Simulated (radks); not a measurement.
Task: These are the eigenvalues of the occupied orbitals of an atom or ion with whole-number occupations (eV). All-electron calculation, non-relativistic Kohn-Sham, AM05, spin-polarised, spherical densities, point nucleus. Program: a radial shooting solver on a logarithmic mesh with Libxc functionals.

1s up: -6359.300
1s down: -6359.292
2s up: -731.1617
2s down: -728.8848
2p up: -627.0285
2p down: -625.3201
3s up: -85.2804
3s down: -80.2402
3p up: -55.6126
3p down: -50.6181
3d up: -8.4736
4s up: -5.4094
4s down: -4.3754

Which element is it, and in what charge state? The configuration may be excited. Open shells, if any, are filled with parallel spins first.

Result: Z = 25, manganese, charge 0: Mn in [Ar] 3d5 4s2. The list shows which subshells hold electrons but not how many an open one holds; the 1s level, -233.7 hartree, gives Z - s = 21.6 by -(Z - s)^2/2, which with screening narrows Z to a few neighbours, and the depths of the outer levels then fix element, charge and occupations together.
